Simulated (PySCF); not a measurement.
H11NSi4, SMILES [SiH3]N[SiH2][SiH2][SiH3]. Coordinates come from a PBE-D3(BJ)/def2-SVP optimisation. This is a generated structure with no PubChem entry under its InChIKey; it may be hypothetical. The values are those of a single conformer.

Computed equilibrium geometry at PBE-D3(BJ)/def2-SVP (PySCF confirms it by a frequency run) as Cartesian coordinates in Å (one conformer of several):
```xyz
16

Si     2.2965     0.8040     1.1196
N      1.3305     0.6524    -0.3386
Si     0.7158    -0.8021    -1.1189
Si    -1.6426    -0.7379    -1.0214
Si    -2.0591     0.3472     1.0256
H      2.5244    -0.5861     1.6390
H      3.6283     1.4618     0.8570
H      1.5912     1.6265     2.1680
H      1.0498     1.5370    -0.7762
H      1.2099    -1.9661    -0.3041
H      1.2260    -0.9512    -2.5323
H     -2.2653    -2.1112    -1.0544
H     -2.2342     0.0740    -2.1478
H     -3.5108     0.3028     1.4240
H     -1.6403     1.7898     0.9161
H     -1.2412    -0.3000     2.1124
```
